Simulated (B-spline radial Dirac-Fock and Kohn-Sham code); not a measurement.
Atomic SCF run for Ne⁶⁺

ΔSCF core binding energies without Breit or QED terms, calculated with a radial atomic solver. Keys: rel is the Hamiltonian (dirac, or spin-free x2c and nr, where L3 and M5 stand for the whole 2p and 3d shells), method is hf or an exchange,correlation pair (spin-unpolarised, also for the hole states), nuc the nuclear model, radius_factor scales its radius, rmax is the box in bohr, h the logarithmic mesh step, order the B-spline order, points the quadrature points per cell, c_factor scales the speed of light, and damp, ndamp, maxit and tol steer the iteration. The run stops when the commutator error falls below 10·tol·max(1, Z/10), or the numerical noise floor, and the energy has settled to about 1e-8 Ha; the virial ratio is −V/T.

Input (task.json):

```json
{"items": [{"Z": 10, "q": 6, "cfg": [[1, 0, 2], [2, 0, 2]], "A": 20, "rrms": 3.0055, "do": "settings", "holes": ["K", "L3", "M5"],
  "settings": [{"rel": "dirac", "method": "hf", "nuc": "fermi", "radius_factor": 1.0, "rmax": 45.0, "h": 0.3, "order": 8, "points": 4, "c_factor": 1.0, "maxit": 83, "damp": 0.5, "ndamp": 3, "tol": 1e-08}]}]}
```

Command: `python xray2_run.py task.json out`

Ground-state iterations:

```
iter   energy (Ha)        error
   1     -109.37657274  1.30e+00
   2     -110.25489978  2.85e-02
   3     -110.25565529  1.46e-02
   4     -110.25587347  7.48e-03
   5     -110.25596192  5.46e-04
   6     -110.25596255  3.26e-05
   7     -110.25596255  5.28e-07
   8     -110.25596255  1.07e-08
```

The ground state converged in 8 iterations, with total energy -110.25596 Ha, virial ratio 1.99737 and highest orbital energy -204.12 eV. ΔSCF binding energies: K (1s) 1099.8 eV. Holes are computed only in closed shells, and unreliable hole states are left out.

One setting is outside the advised range (too few quadrature points), but here it does no visible harm: the result matches the run with default settings.
